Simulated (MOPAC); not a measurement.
Input file for MOPAC: PM3 on MgSi, 2S+1 = 3, a spin state set in the input, which need not be the lowest, a point of a bond scan (R = 2.431 Å).

```
PM3 1SCF PRECISE CHARGE=0 UHF MS=1 THREADS=1
MgSi

Mg     0.00000000 1     0.00000000 1     0.00000000 1
Si     0.00000000 1     0.00000000 1     2.43052300 1
```

Output:

```
*******************************************************************************
 **                                                                           **
 **                              MOPAC v23.2.5                                **
 **                                                                           **
 *******************************************************************************
 ** MOPAC's Digital Object Identifier: https://doi.org/10.5281/zenodo.6511958 **
 **                                                                           **
 ** Please cite the open-source release paper for use of this MOPAC version:  **
 ** J. E. Moussa and J. J. P. Stewart (2026)                                  **
 ** MOPAC: An open-source semiempirical molecular orbital program             **
 ** J. Open Source Softw., 11(119), 8025, https://doi.org/10.21105/joss.08025 **
 *******************************************************************************

                              PM3 CALCULATION RESULTS

 *******************************************************************************
 *  PM3        - The PM3 Hamiltonian to be used
 *  UHF        - UNRESTRICTED HARTREE-FOCK CALCULATION
 *
 *
 *
 *                 CHARGE ON SYSTEM = 0
 *
 *
 *
 *  MS=        - IN MECI, MAGNETIC COMPONENT OF SPIN =  1.0
 *  PRECISE    - TIGHTER CRITERIA TO BE USED
 *  1SCF       - DO 1 SCF AND THEN STOP
 *  THREADS=1  - MULTI-THREADING NOT USED
 *  T=         - A TIME OF 172800.0 SECONDS REQUESTED
 *  DUMP=N     - RESTART FILE WRITTEN EVERY 7200.0 SECONDS REQUESTED
 *******************************************************************************
PM3 1SCF PRECISE CHARGE=0 UHF MS=1 THREADS=1
 MgSi

   ATOM   CHEMICAL          X               Y               Z
  NUMBER   SYMBOL      (ANGSTROMS)     (ANGSTROMS)     (ANGSTROMS)

     1      Mg          0.00000000  *   0.00000000  *   0.00000000  *
     2      Si          0.00000000  *   0.00000000  *   2.43052300  *



          CARTESIAN COORDINATES

    NO.       ATOM           X           Y           Z

     1        Mg          0.0000      0.0000      0.0000
     2        Si          0.0000      0.0000      2.4305

 Mg: (PM3): J. J. P. STEWART, J. COMP. CHEM. 12, 320-341 (1991).
 Si: (PM3): J. J. P. STEWART, J. COMP. CHEM. 10, 209 (1989).

           Empirical Formula: Mg Si  =     2 atoms



      MOLECULAR POINT GROUP   :   C*v


          UHF CALCULATION, NO. OF ALPHA ELECTRONS =    4
                           NO. OF BETA  ELECTRONS =    2

 -------------------------------------------------------------------------------
 PM3 1SCF PRECISE CHARGE=0 UHF MS=1 THREADS=1
 MgSi



     1SCF WAS SPECIFIED, SO BFGS WAS NOT USED
     SCF FIELD WAS ACHIEVED


                              PM3 CALCULATION
                                                       MOPAC v23.2.5 Linux




          FINAL HEAT OF FORMATION =        103.58325 KCAL/MOL =     433.39233 KJ/MOL


          COSMO AREA              =         98.21 SQUARE ANGSTROMS
          COSMO VOLUME            =         85.54 CUBIC ANGSTROMS

          IONIZATION POTENTIAL    =          8.133645 EV
          ALPHA SOMO LUMO (EV)    =         -8.134 -1.707
          BETA  SOMO LUMO (EV)    =         -8.830 -2.491
          NO. OF ALPHA ELECTRONS  =          4
          NO. OF BETA  ELECTRONS  =          2
          MOLECULAR WEIGHT        =         52.3905         POINT GROUP:  C*v

          MOLECULAR DIMENSIONS (Angstroms)

            Atom       Atom       Distance
           Si     2   Mg     1     2.43052
           Si     2   Mg     1     0.00000
           Mg     1   Si     2     0.00000


          SCF CALCULATIONS        =          1





   ATOM   CHEMICAL          X               Y               Z
  NUMBER   SYMBOL      (ANGSTROMS)     (ANGSTROMS)     (ANGSTROMS)

     1      Mg          0.00000000  *   0.00000000  *   0.00000000  *
     2      Si          0.00000000  *   0.00000000  *   2.43052300  *

                             CARTESIAN COORDINATES

   1   Mg        0.000000000     0.000000000     0.000000000
   2   Si        0.000000000     0.000000000     2.430523000


           Empirical Formula: Mg Si  =     2 atoms



      MOLECULAR POINT GROUP   :   C*v


          ALPHA EIGENVALUES
 -12.06677  -9.12768  -8.13364  -8.13364  -1.70722  -1.38674  -1.30497  -1.30497


           BETA EIGENVALUES
 -10.06007  -8.83012  -2.49123  -1.62952  -1.62952   0.23989   0.31702   0.31702


              NET ATOMIC CHARGES AND DIPOLE CONTRIBUTIONS

  ATOM NO.   TYPE          CHARGE      No. of ELECS.   s-Pop       p-Pop
    1         Mg           0.279285        1.7207     0.81561     0.90510
    2         Si          -0.279285        4.2793     1.57008     2.70920
 DIPOLE           X         Y         Z       TOTAL
 POINT-CHG.     0.000     0.000    -3.260     3.260
 HYBRID        -0.000    -0.000     1.494     1.494
 SUM           -0.000    -0.000    -1.767     1.767


          ATOMIC ORBITAL ELECTRON POPULATIONS

     Atom    s        px        py        pz
    1 Mg   0.81561   0.03087   0.03087   0.84336
    2 Si   1.57008   0.96913   0.96913   0.77094


                    (SZ)    =    1.000000
                    (S**2)  =    2.998924


          ATOMIC ORBITAL SPIN POPULATIONS

    Atom   Total    s     px     py     pz
         Atomic
    1 Mg -0.8544 -0.410  0.031  0.031 -0.506
    2 Si  2.8544  0.297  0.969  0.969  0.619

 **********************
 *                    *
 * JOB ENDED NORMALLY *
 *                    *
 **********************




 == MOPAC DONE ==
```

The run finished. Its determinant has ⟨S²⟩ = 3.00, a mixture of spin states.

Cost: around 0.010 core-seconds (rough).
